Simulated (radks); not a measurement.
Q: Excited configurations of Ne II: one electron is placed in a higher orbital outside [He] 2s2 2p4. The ground configuration is [He] 2s2 2p5. Method: non-relativistic Kohn-Sham, PBE, spin-polarised, spherical densities, point nucleus; open shells are filled with parallel spins first; computed with a radial shooting solver on a logarithmic mesh with Libxc functionals. Excitation = E - E(ground); binding = E(ion) - E, where the ion is the core of charge +2; n* = 2/sqrt(2 binding) in atomic units, and the quantum defect is n - n*.

| outer orbital | excitation (eV) | binding (eV) | n* | quantum defect | eigenvalue (eV) | <r> (bohr) |
|---|---|---|---|---|---|---|
| 4p | 36.019 | 5.365 | 3.185 | 0.815 | -4.210 | 7.504 |
| 4d | 37.468 | 3.916 | 3.728 | 0.272 | -2.989 | 9.387 |
| 6d | 39.577 | 1.808 | 5.487 | 0.513 | -1.470 | 22.56 |
| 7s | 39.662 | 1.722 | 5.621 | 1.379 | -1.430 | 25.24 |
| 7f | 40.114 | 1.270 | 6.545 | 0.455 | -1.041 | 31.50 |

Estimate the row for 6f.

A: excitation (eV) 39.686; binding (eV) 1.699; n* 5.660; quantum defect 0.340; eigenvalue (eV) -1.366; <r> (bohr) 22.54. The Delta-SCF ionisation energy is 41.385 eV (NIST Atomic Spectra Database: 40.963 eV, measured). Self-interaction in the functional shifts the binding energies and quantum defects, so they are the method's values and not measured ones. Open shells are spherical and high-spin; term and fine-structure splittings are not resolved.
